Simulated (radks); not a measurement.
Values are calculated unless marked as measured or tabulated.
All-electron atom: Nd in [Xe] 4f6 (not the ground configuration). Level of theory: Dirac Kohn-Sham, PBEsol, spin-unpolarised, spherical densities, finite nucleus; open shells are shared between the two j in proportion to 2j + 1; Fermi nuclear charge, rms radius 4.9123 fm (a radial shooting solver on a logarithmic mesh with Libxc functionals).

Unscreened Slater integrals over Kohn-Sham orbitals (hartree). Large and small components are both included.

| integral | value |
|---|---|
| F0(4f7/2,4f7/2) | 0.42986 |
| F2(4f7/2,4f7/2) | 0.17201 |
| F4(4f7/2,4f7/2) | 0.10466 |
| F6(4f7/2,4f7/2) | 0.074517 |
| F0(4f7/2,4f5/2) | 0.55713 |
| F2(4f7/2,4f5/2) | 0.23105 |
| F4(4f7/2,4f5/2) | 0.14095 |
| G2(4f7/2,4f5/2) | 0.23048 |
| G4(4f7/2,4f5/2) | 0.14072 |
| G6(4f7/2,4f5/2) | 0.10026 |
| F0(4f7/2,5p3/2) | 0.42873 |
| F2(4f7/2,5p3/2) | 0.15278 |
| G2(4f7/2,5p3/2) | 0.098457 |
| G4(4f7/2,5p3/2) | 0.070973 |
| F0(4f7/2,5p1/2) | 0.44541 |
| G4(4f7/2,5p1/2) | 0.077474 |
| F0(4f5/2,4f5/2) | 0.72901 |
| F2(4f5/2,4f5/2) | 0.31454 |
| F4(4f5/2,4f5/2) | 0.19248 |
| F0(4f5/2,5p3/2) | 0.55078 |
| F2(4f5/2,5p3/2) | 0.20328 |
| G2(4f5/2,5p3/2) | 0.12963 |
| G4(4f5/2,5p3/2) | 0.093972 |
| F0(4f5/2,5p1/2) | 0.57369 |
| G2(4f5/2,5p1/2) | 0.14269 |
| F0(5p3/2,5p3/2) | 0.50125 |
| F2(5p3/2,5p3/2) | 0.26841 |
| F0(5p3/2,5p1/2) | 0.51485 |
| G2(5p3/2,5p1/2) | 0.27360 |
| F0(5p1/2,5p1/2) | 0.52993 |
